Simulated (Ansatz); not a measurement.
**Molecular dynamics of Mg₁₂H**

input.yaml

```yaml
accuracy: low
crystal:
  lattice:
    - [6.42, 0.0, 0.0]
    - [-4.815, 8.339825, 0.0]
    - [0.0, 0.0, 5.21304]
  atoms:
    - { symbol: Mg, position: [0.06397565, 0.06925679, 0.05953435] }
    - { symbol: Mg, position: [0.21994598, 0.23448758, 0.49640525] }
    - { symbol: Mg, position: [0.02663555, 0.34754782, 0.01996938] }
    - { symbol: Mg, position: [0.15939337, 0.59695132, 0.44484752] }
    - { symbol: Mg, position: [-0.01010564, 0.69958145, -0.09264232] }
    - { symbol: Mg, position: [0.19257504, 0.87414516, 0.44537126] }
    - { symbol: Mg, position: [0.49590935, 0.03822757, -0.04339959] }
    - { symbol: Mg, position: [0.71440871, 0.25074663, 0.46932487] }
    - { symbol: Mg, position: [0.52183887, 0.36188954, -0.05303385] }
    - { symbol: Mg, position: [0.65864929, 0.59726933, 0.38702486] }
    - { symbol: Mg, position: [0.47807965, 0.6748657, -0.05944261] }
    - { symbol: Mg, position: [0.68090585, 0.935794, 0.57211589] }
    - { symbol: H, position: [0.35919461, 0.76494934, 0.20341701] }
basis:
  ecutwfc: 420.0
kpoints:
  mp_grid: { grid: [2, 2, 2] }
hamiltonian:
  xc: pbe
scf:
  occupations: { method: fermi_dirac, width: 0.05 }
  lower_state_search: "off"
md:
  timestep: 0.5
  n_steps: 300
  ensemble: nve
  temperature: 1680.0
  initial_velocities: maxwell_boltzmann
  seed: 494796
```

Command:

```bash
$ ansatz run input.yaml --threads 1 --pin off --max-ram 3072MiB --backend cpu --events-out ev --progress --plain --runs-dir out
```

It goes on from the last frame of an earlier run, with new velocities.

Output, in part (step lines):

```
md step     0: t =     0.00 fs  T =  1680.0 K  F+E_penalty+E_count = -23099.41516711 eV  E_kin = 2.605882 eV  conserved = -23096.80928554 eV  (8 SCF iters)
md step     1: t =     0.50 fs  T =  1669.0 K  F+E_penalty+E_count = -23099.39804549 eV  E_kin = 2.588758 eV  conserved = -23096.80928728 eV  (6 SCF iters)
md step     2: t =     1.00 fs  T =  1657.6 K  F+E_penalty+E_count = -23099.38038677 eV  E_kin = 2.571103 eV  conserved = -23096.80928375 eV  (6 SCF iters)
md step     3: t =     1.50 fs  T =  1645.9 K  F+E_penalty+E_count = -23099.36224387 eV  E_kin = 2.552968 eV  conserved = -23096.80927580 eV  (6 SCF iters)
md step     4: t =     2.00 fs  T =  1634.0 K  F+E_penalty+E_count = -23099.34373697 eV  E_kin = 2.534472 eV  conserved = -23096.80926462 eV  (6 SCF iters)
md step     5: t =     2.50 fs  T =  1621.9 K  F+E_penalty+E_count = -23099.32503664 eV  E_kin = 2.515785 eV  conserved = -23096.80925158 eV  (3 SCF iters)
md step     6: t =     3.00 fs  T =  1609.9 K  F+E_penalty+E_count = -23099.30634135 eV  E_kin = 2.497103 eV  conserved = -23096.80923841 eV  (3 SCF iters)
md step     7: t =     3.50 fs  T =  1598.0 K  F+E_penalty+E_count = -23099.28785122 eV  E_kin = 2.478624 eV  conserved = -23096.80922727 eV  (3 SCF iters)
[... lines left out ...]
md step   298: t =   149.00 fs  T =  1358.0 K  F+E_penalty+E_count = -23098.91549110 eV  E_kin = 2.106405 eV  conserved = -23096.80908631 eV  (3 SCF iters)
md step   299: t =   149.50 fs  T =  1341.9 K  F+E_penalty+E_count = -23098.89054239 eV  E_kin = 2.081473 eV  conserved = -23096.80906910 eV  (3 SCF iters)
md step   300: t =   150.00 fs  T =  1327.4 K  F+E_penalty+E_count = -23098.86799073 eV  E_kin = 2.058938 eV  conserved = -23096.80905281 eV  (6 SCF iters)
```

The steps, from the saved trajectory:

```
time (fs)  T (K)  potential energy less start (eV)  conserved less start (meV/atom)
      0.0   1680                             0.000                             0.00
      5.0   1564                             0.180                             0.00
     10.0   1432                             0.385                            -0.02
     15.0   1200                             0.745                             0.04
     20.0   1264                             0.645                            -0.03
     25.0   1250                             0.668                             0.01
     30.0   1298                             0.593                            -0.01
     35.0   1317                             0.564                             0.00
     40.0   1356                             0.503                             0.00
     45.0   1378                             0.469                             0.01
     50.0   1436                             0.379                             0.01
     55.0   1517                             0.253                             0.00
     60.0   1561                             0.185                             0.00
     65.0   1523                             0.244                             0.00
     70.0   1441                             0.371                             0.01
     75.0   1366                             0.486                             0.00
     80.0   1267                             0.641                             0.01
     85.0   1225                             0.706                             0.00
     90.0   1189                             0.762                            -0.01
     95.0   1215                             0.721                            -0.02
    100.0   1351                             0.511                             0.02
    105.0   1587                             0.144                            -0.03
    110.0   1602                             0.121                             0.01
    115.0   1740                            -0.093                             0.00
    120.0   1931                            -0.390                            -0.01
    125.0   1930                            -0.388                             0.00
    130.0   1900                            -0.342                             0.00
    135.0   1867                            -0.290                             0.00
    140.0   1730                            -0.078                             0.00
    145.0   1523                             0.244                             0.00
    150.0   1327                             0.547                             0.02
```

All steps were run. The conserved energy stayed within 0.041 meV per atom of its start (net change 0.018 meV per atom), so the integration is sound. A run of 0.15 ps of so small a system gives no equilibrium averages. Limits of this set-up: coarse k mesh, odd electron count without spin, low accuracy level.

Mean squared displacements from the first frame to the last, about the centre of mass: Mg 0.31 Å², H 23.67 Å².

Last frame:

```xyz
13
Lattice="6.4200 0.0000 0.0000 -4.8150 8.3398 0.0000 0.0000 0.0000 5.2130" Properties=species:S:1:pos:R:3
Mg -0.014 0.138 -0.097
Mg 0.260 2.438 2.175
Mg -1.913 2.995 0.203
Mg -1.624 4.952 2.583
Mg -3.301 5.719 -0.230
Mg -3.129 8.088 2.243
Mg 3.108 0.063 -0.559
Mg 3.420 2.255 2.817
Mg 1.513 2.589 -0.051
Mg 1.827 5.330 2.094
Mg -0.378 5.359 0.148
Mg -0.295 7.422 2.338
H 2.266 7.071 4.210
```

The run took 13 min on 1 thread of Intel(R) Xeon(R) Platinum 8488C (Sapphire Rapids), on a shared host, peak memory 0.7 GiB.
